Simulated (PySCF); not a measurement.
Bonds (- single, = double, # triple, : aromatic): C1-C2, C2=C3, C3-C4, C4-F5, C4-F6, C2-C7, C7-C8, C8=O9. C1 carries H10, H11, H12; C3 carries H13; C4 carries H14; C7 carries H15, H16; C8 carries H17. Stereochemistry as in C/C(=C\C(F)F)CC=O.

- geometry: GFN2-xTB
- GIAO PBE0/pcSseg-1 shieldings
- run in PySCF
- single conformer, non-relativistic, fast rotation and ring inversion assumed for equivalent nuclei, gas phase

Shifts are taken against calculated references (same method and geometry level): 13C (σref 186.93) against TMS.

Task: Do the 13C shifts follow the atomic charges (in e)? Tabulate both.

Result: 
```tsv
atoms	hybridisation	δ (ppm)	σ para (ppm)	Hirshfeld	IAO	Mulliken	ESP-fitted
C8	sp2	203.3	-262	+0.14	+0.27	+0.24	+0.56
C2	sp2	151.0	-227	+0.03	+0.06	-0.34	+0.31
C3	sp2	132.6	-201	-0.09	-0.22	-0.15	-0.44
C4	sp3	119.1	-174	+0.15	+0.44	+0.57	+0.48
C7	sp3	59.6	-127	-0.07	-0.32	-0.21	-0.42
C1	sp3	21.5	-83	-0.12	-0.44	-0.15	-0.51
```

Correlation coefficients of δ with charge over these carbons: Hirshfeld +0.73, IAO +0.73, Mulliken +0.31, ESP-fitted +0.76; with the paramagnetic shielding -0.99. With so few points, grouped by hybridisation, these coefficients are fragile. Charge is one influence among several: hybridisation and low-lying excitations act through the paramagnetic term.

Shifts are as computed. Against solution values, carbons near 30 ppm lie about +3 ppm off and those near 130 ppm about +5 ppm. Of 1211 compounds with measured shifts, 218 miss one by over three times the rms of a fit or turn the order of signals round; such compounds aren't used in these exercises.
